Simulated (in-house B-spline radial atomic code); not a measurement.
# BP86 excitations of the lithium ion Li⁺

Method: BP86. Computed with a B-spline radial code for spherical atoms: linear response of the closed shell 1s2 with the functional's adiabatic kernel; non-relativistic, point nucleus, no spin-orbit coupling, no double excitations, S, P, D and F terms only.

Command:
```bash
python run_td.py task.json out
```
Settings (radii: box in bohr, nucleus in fm):
```
Z                        3
electrons                2
configuration            1s2
hamiltonian              nr
method                   b88,p86
box_radius               41.61
intervals                48
```

Run time, properties included: 0.1 s on 1 thread of Arm Neoverse N1 (shared host).

The lowest states, in the order of their Tamm-Dancoff energies; the method's threshold (minus the highest occupied level) is 60.56 eV. Labels give the largest channel, * marks a mixed state, and oscillator strengths are full-response dipole values. Measured ¹D terms are left out, since they can mix with doubly excited terms. Semilocal kernels can invert the small singlet-triplet splittings of Rydberg terms. Energies in eV:

```
     state  full response  Tamm-Dancoff  oscillator strength  measured (J-weighted term)
1s → 2s 3S          53.25         53.26                    -                      59.021
1s → 2s 1S              ?             ?                    -                           -
1s → 2p 3P          55.33         55.34                    -                      61.281
1s → 2p 1P              ?             ?                    ?                           ?
1s → 3s 3S          58.26         58.26                    -                      68.781
1s → 3s 1S          58.46         58.47                    -                      69.279
1s → 3p 3P          58.70         58.70                    -                      69.369
```

Q: Where does 1s → 2s 1S lie?

A: At 54.33 eV in full response, 54.37 eV in Tamm-Dancoff.

Q: Where does 1s → 2p 1P lie?

A: At 55.71 eV in full response, 55.71 eV in Tamm-Dancoff, oscillator strength 0.214; measured 62.216 eV.

Q: How large is the singlet-triplet splitting of 1s → 2s (S terms) in Tamm-Dancoff?

A: 1.11 eV, from the unrounded values.

Q: What polarisabilities and dispersion coefficient does the method give?

A: Dipole 0.2065 bohr³, quadrupole 0.1342 bohr⁵, C6 0.08582 hartree·bohr⁶ for two such species.
